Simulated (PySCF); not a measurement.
The same groups moved round the core (propene cyano+silyl). Gas-phase values, no solvent. One relaxed conformer stands for each flexible species; it need not be the lowest. Strings in code marks are SMILES.

These are M06-2X/def2-TZVP // B3LYP-D3(BJ)/def2-TZVP (PySCF) values and carry that method's errors. 

A: `C/C=C(\[SiH3])C#N`
B: `C/C=C(/[SiH3])C#N`
C: `C(#N)/C(C)=C/[SiH3]`
D: `[SiH3][C@H](C=C)C#N`
E: `C=C(C#N)C[SiH3]`
F: `N#CC/C=C\[SiH3]`

Question: Which member has the highest HOMO–LUMO gap?

Answer: F (9.43 eV); next is D (9.33 eV).
